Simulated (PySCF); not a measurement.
**CoCl₂ + Br₂ → CoBr₂ + Cl₂**

Level: PBE0 in the def2-SVP basis family, all electrons, no relativity, computed in PySCF with density fitting; open shells unrestricted.

```csv
species,state and structure,E (Eh),ZPE (kJ/mol),H(298 K) − H(0) (kJ/mol),S° (J/(mol K))
CoCl₂,"quartet, D∞h, Co–Cl 2.102 Å (×2)",-2302.26156,6.0,14.3,294.4
Br₂,"singlet, D∞h, Br–Br 2.298 Å",-5147.07788,1.9,9.7,245.2
CoBr₂,"quartet, D∞h, Co–Br 2.239 Å (×2)",-6529.55556,4.5,15.1,316.0
Cl₂,"singlet, D∞h, Cl–Cl 2.025 Å",-919.76210,3.2,9.2,223.2
```

What is the electronic reaction energy?

At PBE0/def2-SVP, ΔE = 57.2 kJ/mol from the differences of the total energies times 2625.5, uphill. 

Add zero-point, thermal and entropy terms for 298.15 K and 1 bar.

ΔZPE = -0.2 and Δ[H(298) − H(0)] = 0.3 kJ/mol give ΔH° = 57.3 kJ/mol. ΔS° = -0.4 J/(mol K), so ΔG° = 57.3 − 298.15 × (-0.0004) = 57 kJ/mol and log₁₀K = -10.1.

Open d or f shells are single determinants, so the state found may not be the ground state. Each species is the lowest minimum found with this bonding; other isomers or fragments can lie lower.
